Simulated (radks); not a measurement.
Species: Pd. Configuration: [Kr] 4d10. Calculated with a radial shooting solver on a logarithmic mesh with Libxc functionals: scalar-relativistic Kohn-Sham, PBE, spin-polarised, spherical densities, finite nucleus; Fermi nuclear charge, rms radius 4.5318 fm; hard spherical wall at 12 bohr.

Unscreened Slater integrals over Kohn-Sham orbitals (cm^-1). They are taken over the spin-up orbitals. Empty in this configuration: 5s.

| integral | value |
|---|---|
| F0(4d,4d) | 128070 |
| F2(4d,4d) | 60943 |
| F4(4d,4d) | 39014 |
| F0(4d,4p) | 151460 |
| F2(4d,4p) | 71110 |
| G1(4d,4p) | 88039 |
| G3(4d,4p) | 53255 |
| F0(4d,4s) | 156170 |
| G2(4d,4s) | 63217 |
| F0(4d,3d) | 180190 |
| F2(4d,3d) | 31411 |
| F4(4d,3d) | 13435 |
| G0(4d,3d) | 9628.4 |
| G2(4d,3d) | 11050 |
| G4(4d,3d) | 8377.4 |
| F0(4d,5s) | 72158 |
| G2(4d,5s) | 13116 |
| F0(4p,4p) | 189310 |
| F2(4p,4p) | 98980 |
| F0(4p,4s) | 198120 |
| G1(4p,4s) | 134110 |
| F0(4p,3d) | 246110 |
| F2(4p,3d) | 57418 |
| G1(4p,3d) | 18114 |
| G3(4p,3d) | 17641 |
| F0(4p,5s) | 75414 |
| G1(4p,5s) | 3465.6 |
| F0(4s,4s) | 208390 |
| F0(4s,3d) | 266140 |
| G2(4s,3d) | 21452 |
| F0(4s,5s) | 75880 |
| G0(4s,5s) | 2202.5 |
| F0(3d,3d) | 558140 |
| F2(3d,3d) | 277340 |
| F4(3d,3d) | 176760 |
| F0(3d,5s) | 78800 |
| G2(3d,5s) | 1091.0 |
| F0(5s,5s) | 57854 |
